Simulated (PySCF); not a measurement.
PySCF 2.14 output of an unrestricted BLYP calculation on a single atom or ion in x2c-TZVPPall, with the spin-free X2C one-electron Hamiltonian (Gaussian nucleus):

```
SCF conv_tol = 1e-09
number electrons alpha = 26  beta = 23
    A. D. Becke.,  Phys. Rev. A 38, 3098 (1988)
    C. Lee, W. Yang, and R. G. Parr.,  Phys. Rev. B 37, 785 (1988)
    B. Miehlich, A. Savin, H. Stoll, and H. Preuss.,  Chem. Phys. Lett. 157, 200 (1989)
cycle= 1 E= -6479.69736380124  delta_E= -0.0132  |g|= 0.0556  |ddm|= 0.28
cycle= 2 E= -6479.69744889035  delta_E= -8.51e-05  |g|= 0.0372  |ddm|= 0.0528
cycle= 3 E= -6479.69765571025  delta_E= -0.000207  |g|= 0.00476  |ddm|= 0.0283
cycle= 4 E= -6479.69765982815  delta_E= -4.12e-06  |g|= 5.66e-05  |ddm|= 0.0038
cycle= 5 E= -6479.69765982895  delta_E= -8.08e-10  |g|= 2.93e-06  |ddm|= 7.7e-05
converged SCF energy = -6479.69765982895  <S^2> = 3.7506651  2S+1 = 4.0003325
```

The run itself started from symmetry-adapted Hartree-Fock orbitals and held the occupation by maximum overlap, on a logarithmic radial grid, so the iterations belong to that start.

Problem. Which element, charge and spin multiplicity is this?

Solution. Sb(2+) (antimony, charge +2), multiplicity 4; the state was [Kr] 4d10 5s1 5p2, high-spin 4P determinant (an excited configuration).
